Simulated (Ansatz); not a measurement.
Isolated molecules relaxed with PBE0-D4/def2-TZVP in Ansatz; ΔE leaves out vibrations. CBS: MP2 limit from def2 TZ/QZ plus the TZ coupled-cluster correction, frozen cores. This one scheme is used for every species. Functionals use def2-TZVPP. For Ge outer-core shells are correlated without core-valence functions, which leaves a few kJ/mol of doubt a bond. Scalar relativity is left out up to krypton.

Consider the formal exchange of groups at a B–F bond: `FB1O[SiH2]1` + GeH₄ → `[GeH3][B]1O[SiH2]1` + H–F.

`FB1O[SiH2]1`:

Z-matrix (Å, degrees):
```
Si
B 1 1.887
O 1 1.751 2 43.2
H 1 1.482 2 124.7 3 87.2
H 1 1.482 2 124.7 3 -87.2
F 2 1.307 1 166.3 3 180.0
```

GeH₄:

Cartesian coordinates in Å:
```
Ge 0.000 0.000 0.000
H -0.911 0.712 1.008
H -0.599 -1.367 -0.354
H 1.391 -0.196 0.617
H 0.120 0.851 -1.271
```

`[GeH3][B]1O[SiH2]1`:

Cartesian coordinates in Å:
```
Ge -0.866 -0.900 -1.385
B 0.193 0.069 0.083
O 1.493 0.306 0.295
Si 0.667 1.047 1.657
H -1.892 0.070 -1.994
H -1.638 -2.072 -0.759
H 0.037 -1.440 -2.506
H 1.092 0.414 2.927
H 0.915 2.507 1.681
```

H–F:

Cartesian coordinates in Å:
```
F -0.427 -0.156 -0.068
H 0.427 0.156 0.068
```

CCSD(T)/CBS gives +120.1 kJ/mol.

(1) Another level gave +136.3 kJ/mol. Which?
A. PBE/def2-TZVPP
B. HF/def2-TZVPP
C. B2PLYP/def2-TZVPP
D. CCSD/def2-TZVPP

Largest T1 diagnostic among the species: 0.015.

## Answers

(1) C. B2PLYP 136.3, CCSD/def2-TZVPP 129.4, HF/def2-TZVPP 159.1, PBE 125.3 kJ/mol.

The D4 term adds −6.5 kJ/mol with B3LYP and −3.7 kJ/mol with PBE0; it sums over pairs of atoms, weighted by their polarisabilities, and B3LYP, whose exchange is more repulsive, gets the larger term. In def2-TZVPP, CCSD(T) changes the Hartree–Fock value by −34.0 kJ/mol (the triples alone add −4.3 kJ/mol) and MP2 by −34.3 kJ/mol.

B3LYP here is the variant with VWN-RPA as its local correlation; programs differ in this.
